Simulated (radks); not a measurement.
Problem. The mean radii <r> (bohr) of the occupied orbitals of an atom or ion are listed with their occupations. Calculated with a radial shooting solver on a logarithmic mesh with Libxc functionals: Dirac Kohn-Sham, relativistic LDA (MacDonald-Vosko exchange, VWN5 correlation), spin-unpolarised, spherical densities, finite nucleus; Fermi nuclear charge, rms radius of each element as measured or else 0.836 A^(1/3) + 0.57 fm.

orbital  occ.     <r>
1s1/2       1  0.1903

Name the element and its charge. Open shells, if any, fill j = l - 1/2 first.

Solution. Z = 8, oxygen, charge +7: O7+ in 1s1. The 1s radius gives Z: for a bare nucleus <r> = (2 gamma + 1)/(2Z) with gamma = sqrt(1 - (Z/c)^2), 0.1873 bohr for Z = 8, and the self-interaction of the functional makes it slightly larger (0.1903 here). The occupations add up to 1, and the charge is Z minus that.
